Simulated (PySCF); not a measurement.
Ionisation energy of Tc²⁺ by level of theory

Tc²⁺ [Kr] 4d5 (6S) → Tc³⁺ [Kr] 4d4 (5D), as a difference of total energies. Computed with PySCF 2.14 in x2c-TZVPPall with one added diffuse shell each of s, p, d, f type (9s7p7d3f1g, 95 functions), with scalar relativity by spin-free X2C-1e. Correlated levels: valence: [Kr] frozen. The calculations carry no spin-orbit coupling.

```json
{"method": "UHF", "ionisation energy (eV)": "28.799", "plus first-order spin-orbit estimate": "28.600", "difference from reference of that sum (eV)": "-0.950"}
{"method": "MP2 (valence)", "ionisation energy (eV)": "29.442", "plus first-order spin-orbit estimate": "29.243", "difference from reference of that sum (eV)": "-0.307"}
{"method": "SCS-MP2 (valence)", "ionisation energy (eV)": "29.013", "plus first-order spin-orbit estimate": "28.814", "difference from reference of that sum (eV)": "-0.736"}
{"method": "CCSD (valence)", "ionisation energy (eV)": "29.479", "plus first-order spin-orbit estimate": "29.280", "difference from reference of that sum (eV)": "-0.270"}
{"method": "CCSD(T) (valence)", "ionisation energy (eV)": "29.493", "plus first-order spin-orbit estimate": "29.293", "difference from reference of that sum (eV)": "-0.257"}
```

Reference: 29.55 eV (semi-empirical (NIST evaluation); NIST Atomic Spectra Database, ionization energies).

A first-order spin-orbit estimate (lowest level to lowest level, LS coupling) adds -0.199 eV.

Errors of the correlated levels include the incompleteness of this basis and the frozen core.
